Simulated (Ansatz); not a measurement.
`OBN[SiH2]O` + `[NH2][GaH][OH]` → `[NH2][GaH][O][SiH2]O` + `NBO`  (ligand exchange at the Si–N bond)

Program: Ansatz. Geometries: PBE0-D4/def2-TZVP. ΔE: electronic, gas phase. CBS: MP2 limit from def2 TZ/QZ plus the TZ coupled-cluster correction, frozen cores. This one scheme is used for every species. Functionals use def2-TZVPP. B3LYP here is the variant with VWN-RPA as its local correlation; programs differ in this. For Ga outer-core shells are correlated without core-valence functions, which leaves a few kJ/mol of doubt a bond. Scalar relativity is left out up to krypton. One conformer a species, not always the lowest.

```csv
level,ΔE (kcal/mol),difference from CCSD(T)/CBS
PBE-D4,-18.0,0.9
r2SCAN-D4,-19.5,-0.6
PBE0-D4,-18.8,0.1
B3LYP-D4,-20.1,-1.2
ωB97M-V,-19.4,-0.5
B2PLYP,-19.7,-0.8
PBE,-17.6,1.3
r2SCAN,-19.4,-0.5
PBE0,-18.4,0.5
B3LYP,-19.5,-0.6
SCS-MP2/def2-TZVPP,-19.8,-0.9
CCSD/def2-TZVPP,-19.7,-0.8
HF/def2-QZVPP,-21.4,-2.5
HF/CBS(def2),-21.4,-2.5
MP2/CBS(def2),-18.9,0.0
CCSD/CBS(def2),-19.2,-0.3
CCSD(T)/CBS,-18.9,0
```

Largest T1 diagnostic among the species: 0.014.

In def2-TZVPP, CCSD(T) changes the Hartree–Fock value by +2.0 kcal/mol (the triples alone add +0.3 kcal/mol) and MP2 by +1.9 kcal/mol. From PBE to PBE0 (25 % exact exchange), in def2-TZVPP and without D4, ΔE moves by −0.8 kcal/mol.
